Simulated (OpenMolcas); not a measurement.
Pt2+: effect of the metal basis

Pt2+ with its 6 nearest oxide ions at 2.259 Å, on the Ca site of CaO (a = 4.8105 Å, distance in the model lattice 2.405 Å). The rest of the host is ab initio model potentials to 7.6 Å and point charges beyond; the distance is set by hand and nothing relaxes.

- Program: OpenMolcas
- Method: CASSCF
- Spin-orbit coupling: RASSI with atomic mean-field integrals over the reference wave functions

Fixed: ligand basis ANO-RCC-VDZP, active space 8 electrons in 5 orbitals (5d), DKH2 Hamiltonian.

States (labels of O, the rotations of Oh). Energies in cm-1 above the lowest state or level, χT in cm3 K/mol; 10Dq and B are least-squares fits to the states below 45000 cm-1, weighted by degeneracy, with a free offset, and given where the rms deviation is under 5 % of |10Dq| (or 100 cm-1) and under 700 cm-1.

```csv
Run,Metal basis,Ground state,First state of that spin,10Dq,B (rms of fit),First gap with spin-orbit (degeneracies),χT at 300 K,First state of another spin,Cost
A,ANO-RCC-VDZP,3A2,3T2 19817,19599,746 (64),"9980 (3, 2)",1.541,1E 11263,roughly 28 core-seconds
B,ANO-RCC-VTZP,3A2,3T2 19690,19451,745 (66),"10063 (3, 2)",1.542,1E 11373,roughly 80 core-seconds
```

Against A, |10Dq| changes by -0.8 % in B.

Costs are those of the RASSCF and RASSI steps.

Without dynamic correlation the repulsion within the d shell is too large (B by tens of per cent), so at a given field states of lower spin stand too high. Real 4d8 and 5d8 ions are as a rule square planar and diamagnetic. With metal d orbitals alone the field can be off either way by tens of per cent. Ligand-to-metal charge-transfer states are missing. With no ligand orbital active B as a rule stays too high, so bands that hang on it stand too high and its fall with covalency is understated. The least metal-like active orbital is 80 % on the metal (Löwdin) and no ligand orbital is active, so the numbers are rough (holds for A). The least metal-like active orbital is 81 % on the metal (Löwdin) and no ligand orbital is active, so the numbers are rough (holds for B). No measured value stands beside these numbers; the geometry was set by hand and not optimised.
